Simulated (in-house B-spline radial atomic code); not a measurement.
Au⁺. Computed with a B-spline radial atomic code. Model: all-electron spherical atom, spin shells full or empty, radial basis limit, no spin-orbit coupling, Breit or QED, empty-state partial waves extrapolated as (l+1/2)^-4, RPA, G0W0 and static COHSEX of the highest shell as one setting changes (uncorrelated shells keep exact exchange).

Without the two-electron picture change, core correlation of heavy ions comes too large.

Given: element Au; charge 1; filled core Xe; hamiltonian one-electron scalar X2C; mean-field start Hartree-Fock; highest l of empty states 9; nuclear rms radius 5.4371 fm; highest mean-field shell 5d.

Shell: 4f 7 7, 5d 5 5 (electrons up and down).

| natural log step of frequency grid | RPA correlation energy (hartree) | G0W0 level (eV) | G0W0 minus most complete (meV) | RPA minus most complete (millihartree) | linearised minus solved G0W0 (meV) |
| --- | --- | --- | --- | --- | --- |
| 0.25 | -6.5912 | -21.06 | 0 | 0 | -0.1 |
| 0.4 | -6.5912 | -21.06 | 0 | 0 | -0.1 |
| 0.6 | -6.5912 | -21.06 | 0 | 0 | -0.1 |
| 0.9 | -6.5912 | -21.061 | 0 | 0 | -0.1 |
| 1.3 | ? | ? | ? | ? | ? |
| 1.8 | ? | ? | ? | ? | ? |
| 2.5 | -6.5934 | -21.076 | -15.3 | -2.2 | -0.1 |
| 3.5 | -6.5474 | -21.222 | -161.6 | 43.8 | -0.2 |

Question: What follows for natural log step of frequency grid = 1.3?

Answer: RPA correlation energy -6.5923 hartree; G0W0 level -21.06 eV; G0W0 minus most complete 0.7 meV; RPA minus most complete -1.1 millihartree; linearised minus solved G0W0 -0.1 meV.

Question: What follows for natural log step of frequency grid = 1.8?

Answer: RPA correlation energy -6.5691 hartree; G0W0 level -21.053 eV; G0W0 minus most complete 7.7 meV; RPA minus most complete 22.1 millihartree; linearised minus solved G0W0 -0.1 meV.
